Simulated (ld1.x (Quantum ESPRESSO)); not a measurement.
# Logarithmic derivatives: lead (Pb), TM semilocal

```
Element                 : Pb (Z = 82)
Generator               : ld1.x (Quantum ESPRESSO) 7.5
Type                    : norm-conserving Troullier–Martins (semilocal form)
Functional              : PBE
Relativity              : scalar-relativistic
Frozen core             : [Xe] 4f14
Valence charge          : 14
Reference configuration : 5d10 6s2 6p2
Partial waves           : 6s (bound): rc 1.80 bohr; 5d (bound): rc 1.20 bohr; 6p (bound): rc 1.90 bohr
Local potential         : the p channel
Core correction         : a·sin(br)/r model core inside 0.55 bohr
```

The phase is arctan(r·u′/u) with u = r·R(r), unwrapped; energies in Ry, scanned from -4 to 5 Ry. A pole is an energy at which the radial function vanishes at the test radius. The pseudo phase is shifted by a multiple of π to meet the all-electron one at the reference energy, and phase errors are pseudo minus all-electron; the curves can meet again beyond the range given. Levels narrower than the energy grid can be missing from the lists of poles.

```json
{"channel": "s", "radius (bohr)": "2.04", "reference energy (Ry)": "-0.88", "poles, all-electron": "3.42", "poles, pseudo": "2.83", "unbroken range about the reference energy with phases within 0.05 rad": "below 3.6", "phase error 1 Ry above the reference energy (rad)": "-0.009"}
{"channel": "p", "radius (bohr)": "2.04", "reference energy (Ry)": "-0.26", "poles, all-electron": "none", "poles, pseudo": "2.69", "unbroken range about the reference energy with phases within 0.05 rad": "below 0.5", "phase error 1 Ry above the reference energy (rad)": "-0.117"}
{"channel": "d", "radius (bohr)": "2.04", "reference energy (Ry)": "-1.56", "poles, all-electron": "-0.87", "poles, pseudo": "-0.87", "unbroken range about the reference energy with phases within 0.05 rad": "below 3.9", "phase error 1 Ry above the reference energy (rad)": "-0.000"}
```

Phases in the s channel:

| E (Ry) | all-electron | pseudo |
| --- | --- | --- |
| -4.00 | 1.230 | 1.223 |
| -3.76 | 1.210 | 1.203 |
| -3.52 | 1.187 | 1.180 |
| -3.28 | 1.160 | 1.153 |
| -3.04 | 1.128 | 1.121 |
| -2.80 | 1.088 | 1.081 |
| -2.56 | 1.040 | 1.032 |
| -2.32 | 0.978 | 0.971 |
| -2.08 | 0.897 | 0.890 |
| -1.84 | 0.789 | 0.783 |
| -1.60 | 0.640 | 0.635 |
| -1.36 | 0.435 | 0.432 |
| -1.12 | 0.163 | 0.162 |
| -0.88 | -0.161 | -0.161 |
| -0.64 | -0.477 | -0.478 |
| -0.40 | -0.736 | -0.740 |
| -0.16 | -0.928 | -0.935 |
| 0.08 | -1.068 | -1.076 |
| 0.32 | -1.170 | -1.180 |
| 0.56 | -1.247 | -1.259 |
| 0.80 | -1.306 | -1.320 |
| 1.04 | -1.354 | -1.369 |
| 1.28 | -1.392 | -1.410 |
| 1.52 | -1.424 | -1.444 |
| 1.76 | -1.452 | -1.473 |
| 2.00 | -1.475 | -1.499 |
| 2.24 | -1.496 | -1.522 |
| 2.48 | -1.514 | -1.543 |
| 2.72 | -1.530 | -1.562 |
| 2.96 | -1.546 | -1.581 |
| 3.20 | -1.559 | -1.599 |
| 3.44 | -1.572 | -1.617 |
| 3.68 | -1.584 | -1.635 |
| 3.92 | -1.595 | -1.654 |
| 4.16 | -1.607 | -1.674 |
| 4.40 | -1.617 | -1.696 |
| 4.64 | -1.627 | -1.721 |
| 4.88 | -1.638 | -1.750 |
